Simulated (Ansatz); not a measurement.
Cost and result for the atomization energy of C2H3Cl3OSi, SMILES `C=CO[Si](Cl)(Cl)Cl` (10 atoms, 9 bonds).

Z-matrix (Å, degrees):
```
Si
Cl 1 2.026
Cl 1 2.017 2 109.8
O 1 1.620 2 111.2 3 116.9
Cl 1 2.026 2 108.9 3 -120.3
C 4 1.362 1 132.0 2 61.0
C 6 1.322 4 126.5 1 -0.7
H 6 1.084 4 110.8 1 179.3
H 7 1.083 6 123.2 4 -0.0
H 7 1.081 6 118.9 4 -180.0
```

Charge 0, multiplicity 1. Geometry: relaxed with PBE0-D4/def2-TZVP. It is one conformer, not always the lowest. Program: Ansatz. All runs use 2 threads of an AMD EPYC 7R13 on a shared host and a share of an NVIDIA H100 80 GB. Times are those of one run each, without the atoms' runs, and a repeat can differ threefold. Electronic energies, without spin–orbit coupling; frozen cores. CCSD(T)/CBS adds CCSD(T) − MP2 in def2-TZVPP to the MP2 limit, and its time is that of the two runs behind it. T1 = 0.011. B3LYP takes the VWN-RPA correlation (the form of Gaussian; ORCA's B3LYP/G).

CCSD(T)/CBS is a level of theory with its own doubt, some kJ/mol a heavy atom from the limit and from the frozen cores, so smaller differences don't rank the functionals.

| level | functions | wall time | atomization (kJ/mol) | difference from CCSD(T)/CBS | per bond |
| --- | --- | --- | --- | --- | --- |
| ωB97X-V/def2-TZVPP | 303 | 7.5 s | 3979.0 | 7.9 | 0.9 |
| PBE0-D4/def2-TZVPP | 303 | 9.5 s | 3989.6 | 18.5 | 2.1 |
| MP2/def2-QZVPP | 541 | 12 s | 4063.0 | 91.9 | 10.2 |
| PBE-D4/def2-TZVPP (with forces) | 303 | 13 s | 4070.1 | 99.0 | 11.0 |
| r2SCAN-D4/def2-TZVPP (with forces) | 303 | 13 s | 4000.1 | 29.0 | 3.2 |
| B3LYP-D4/def2-TZVPP (with forces) | 303 | 14 s | 3934.9 | -36.2 | -4.0 |
| CCSD(T)/def2-TZVPP | 303 | 15 s | 3843.3 | -127.8 | -14.2 |
| ωB97M-V/def2-TZVPP (with forces) | 303 | 15 s | 3993.2 | 22.1 | 2.5 |
| B2PLYP/def2-TZVPP | 303 | 15 s | 3901.5 | -69.6 | -7.7 |
| CCSD(T)/CBS(def2) | – | 26 s | 3971.1 | 0.0 | 0.0 |

The D4 term adds +62.7 kJ/mol with B3LYP and +33.2 kJ/mol with PBE0; it sums over pairs of atoms, weighted by their polarisabilities, and B3LYP, whose exchange is more repulsive, gets the larger term. From PBE to PBE0 (25 % exact exchange), in def2-TZVPP and without D4, the atomization energy moves by −75.2 kJ/mol: exact exchange takes away binding that semilocal exchange gives to molecules. In def2-TZVPP, CCSD(T) changes the Hartree–Fock value by +963.6 kJ/mol (the triples alone add +80.5 kJ/mol) and MP2 by +1107.5 kJ/mol; breaking electron pairs costs correlation energy, which Hartree–Fock lacks.
